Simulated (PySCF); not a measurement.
A calculated (PW91, PySCF 2.14, aug-cc-pVQZ with one added diffuse shell each of s, p, d, f, g type, no relativity, point nucleus) atom or ion has these occupied shells.

| shell | electrons | orbital energy (eV) | rms radius, mean of both spins (bohr) |
| --- | --- | --- | --- |
| 1s | 2 | -308.68 | 0.314 |
| 2s | 2 | -40.416 | 1.48 |

Q: Name the element and its charge.

A: C²⁺ (carbon, charge +2), in [He] 2s2, closed-shell 1S.
